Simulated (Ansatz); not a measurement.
CH₄F₂GeO, SMILES `O[C](F)(F)[GeH3]`. Total charge 0; spin multiplicity 1. Geometry: relaxed with PBE0-D4/def2-TZVP. It is one conformer, not always the lowest.

```xyz
9

O    -0.081    0.040   -1.778
C    -0.675    0.005   -0.551
F    -1.547   -1.019   -0.597
F    -1.418    1.142   -0.373
Ge    0.571   -0.211    1.011
H     0.514    0.795   -1.816
H     1.241   -1.583    0.897
H    -0.223   -0.078    2.313
H     1.619    0.908    0.895
```

(1) What is the dipole moment at r2SCAN/def2-TZVPP? (An estimate is asked.)

(2) And with PBE, B3LYP, ωB97M-V? (Best estimate.)

(3) Give the Mulliken charges with r2SCAN, ωB97M-V, B3LYP in def2-TZVPP. (An estimate is asked.)

Results:

(1) The calculation gave: 2.52 D, with components (2.27, 0.84, 0.69) D in this frame, pointing from negative to positive charge.

(2) The calculation gave: PBE 2.40 D, B3LYP 2.64 D, ωB97M-V 2.69 D.

(3) Ansatz gave: 
| atom | r2SCAN | ωB97M-V | B3LYP |
| --- | --- | --- | --- |
| O1 | -0.27 | -0.24 | -0.26 |
| C2 | 0.36 | 0.31 | 0.37 |
| F3 | -0.18 | -0.17 | -0.18 |
| F4 | -0.19 | -0.19 | -0.20 |
| Ge5 | 0.06 | 0.00 | 0.04 |
| H6 | 0.22 | 0.20 | 0.20 |
| H7 | 0.01 | 0.04 | 0.01 |
| H8 | 0.01 | 0.04 | 0.01 |
| H9 | -0.01 | 0.02 | 0.00 |

B3LYP here is the variant with VWN-RPA as its local correlation; programs differ in this.
